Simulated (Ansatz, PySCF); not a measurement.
System: CH$_{3}$OS, charge 0, multiplicity 2. It need not be the lowest isomer of its formula. 
Structure (B3LYP-D3(BJ)/def2-TZVP (Ansatz, a quantum-chemistry and plane-wave program) minimum search):
```
C
H 1 1.0899
H 1 1.0899 2 110.00
H 1 1.0910 2 110.21 3 -121.71
S 1 1.8115 2 109.27 3 119.96
O 5 1.5012 1 106.32 2 -60.20
```
Charge 0, spin multiplicity 2.

Property: vertical ionisation energy (to the singlet state of charge +1; each state is the SCF solution reached for its spin; for the singlet the Hartree-Fock reference is unstable and T1 is 0.018), in eV. Cores are frozen in the correlated levels unless marked. Open shells are spin-unrestricted. No spin-orbit coupling. No relativistic terms. CBS(X,Y): correlation extrapolated as X^-3; Hartree-Fock from the larger set. The bracket is a focal-point correction in the basis named.

| level | program | vertical ionisation energy (eV) | minus last row |
|---|---|---|---|
| HF/aug-cc-pV(D+d)Z | Ansatz | 9.31 | 0.16 |
| HF/aug-cc-pV(Q+d)Z | Ansatz | 9.32 | 0.17 |
| SVWN5/def2-TZVPD | Ansatz | 9.18 | 0.03 |
| PBE/def2-TZVPD | Ansatz | 9.12 | -0.03 |
| B3LYP/def2-TZVPD | Ansatz | 9.38 | 0.23 |
| PBE0/def2-TZVPD | Ansatz | 9.40 | 0.25 |
| M06-2X/def2-TZVPD | PySCF | 9.39 | 0.24 |
| wB97M-V/def2-TZVPD | Ansatz | 9.22 | 0.07 |
| wB97X-V/def2-TZVPD | Ansatz | 9.38 | 0.23 |
| B2PLYP/def2-TZVPD | Ansatz | 9.16 | 0.01 |
| MP2/aug-cc-pV(D+d)Z | Ansatz | 8.72 | -0.43 |
| RI-MP2/CBS(aug-cc-pV(T+d)Z,aug-cc-pV(Q+d)Z) | Ansatz | 8.95 | -0.20 |
| CCSD/aug-cc-pV(D+d)Z | Ansatz | 9.04 | -0.11 |
| CCSD(T)/aug-cc-pV(D+d)Z | Ansatz | 8.93 | -0.22 |
| RI-MP2/CBS(aug-cc-pV(T+d)Z,aug-cc-pV(Q+d)Z)+[CCSD(T)-MP2]/aug-cc-pV(D+d)Z | Ansatz | 9.15 | 0.00 |

For comparison, minus the highest occupied orbital energy (PySCF): 5.36 eV at PBE/def2-TZVPD, 5.44 eV at M06-L/def2-TZVPD, 10.48 eV at HF/def2-TZVPD.
